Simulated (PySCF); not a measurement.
## How methods differ on the excitation energy of Sr

Sr [Kr] 5s2 (1S) → Sr [Kr] 5s1 5p1, s spin flipped, as a difference of total energies. All numbers are calculated (PySCF 2.14, a scalar-relativistic core potential, in def2-TZVPPD with the def2 core potential (28 electrons)). Correlated levels: valence: 4s2 4p6 frozen; valence and next inner shell: nothing frozen outside the core potential. The calculations carry no spin-orbit coupling.

```
                                method  excitation energy (eV)
                                   UHF                   1.934
                                   LDA                   2.271
                                   PBE                   2.071
                                  PBE0                   2.077
                                r2SCAN                   1.853
                                 M06-L                   2.265
                                  PW91                   2.082
                               wB97M-V                   2.527
                                   M06                   2.443
                         MP2 (valence)                   2.108
                     SCS-MP2 (valence)                   2.143
    MP2 (valence and next inner shell)                   2.305
SCS-MP2 (valence and next inner shell)                   2.296
```

Question: How much does correlation contribute at MP2 (valence and next inner shell)?

Answer: 2.305 − (1.934) = 0.371 eV, measured against UHF.

The upper determinant mixes two multiplicities, so it lies between the two terms.
